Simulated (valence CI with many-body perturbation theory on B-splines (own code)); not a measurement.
**Cu⁷⁺: key properties**

Method: valence CI with perturbative core correlation (CI+MBPT): four valence electrons over a frozen Dirac-Fock core [Ar], a basis of 7 s, 7 p, 8 d, 6 f, 4 g, 1 h functions for each j, with the one-electron correlation potential Σ1 (screened to all orders), the two-electron term Σ2, the three-electron term Σ3, Breit, model QED; selected single and double excitations, second order for the rest, scaled by the run's own slope (own B-spline code, finite nucleus).

No measured spectrum was set against this ion. As an estimate, terms of the open shell hold to 2 to 4 % of their energy, and close levels can change places; different configurations can be misplaced against each other by 1,000 to 8,000 cm⁻¹. Only levels of the ground parity were solved; by the run's estimate the other parity begins above the list, which can be wrong where configurations are misplaced.

Rates and lifetimes use the calculated energies. Strong lines usually hold to 10 to 20 %, long lifetimes can be off by a factor of two.

Q: What is the ground level?

A: 3d4 5D_0, composition 99 % 3d4 5D.

Q: How is the term 5D of the ground level split?

A: J = 0 at 0.0, J = 1 at 376, J = 2 at 1070, J = 3 at 2004, J = 4 at 3123 cm⁻¹.

Q: What is the ionisation energy?

A: 166.29 eV; NIST lists 166 ± 2.1 eV (theoretical).

Q: How well does LS coupling describe the low levels?

A: Among the lowest 20 levels the leading LS term, summed over configurations, holds 96 % on average. For single configurations the figures are 95 % in LS and 53 % in jj coupling. Terms mix most in the J = 3 level at 37593 cm⁻¹, where the leading one holds 84 %.
